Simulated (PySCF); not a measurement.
Reaction (SMILES): N=C=O + H+ → [NH2+]=C=O
B3LYP-D3(BJ)/def2-TZVP geometries, fixed; electronic energies without zero-point terms; positive where energy is released.
Largest species:
```xyz
5

N     -1.0662     0.2609     0.2152
C      0.1427    -0.0349    -0.0288
O      1.2156    -0.2974    -0.2454
H     -1.6361    -0.3425     0.8095
H     -1.4816     1.1053    -0.1801
```
Charge +1, spin multiplicity 1.

Effect of the auxiliary basis of density fitting at HF/def2-TZVP with PySCF, against the last row, where the proton affinity is 184.51 kcal/mol. The proton sits at the site shown, which need not be the one that binds it best.

```
setting                                fitting functions, largest species  largest shift of a total energy (mEh)  shift of the proton affinity (kcal/mol)
-------------------------------------  ----------------------------------  -------------------------------------  ---------------------------------------
density fitting: autoaux                                              623                                  0.015                                    0.000
density fitting: def2-universal-jkfit                                 265                                  0.087                                   -0.003
density fitting: cc-pvtz-jkfit                                        297                                  0.140                                   -0.002
density fitting: cc-pvqz-jkfit                                        420                                  0.012                                    0.000
density fitting: none                                                   -                                  0.000                                    0.000
```

Within 0.02 kcal/mol in the proton affinity: density fitting: autoaux; density fitting: def2-universal-jkfit; density fitting: cc-pvtz-jkfit; density fitting: cc-pvqz-jkfit. The largest shift is 0.140 mEh in a total energy and 0.003 kcal/mol in the difference.
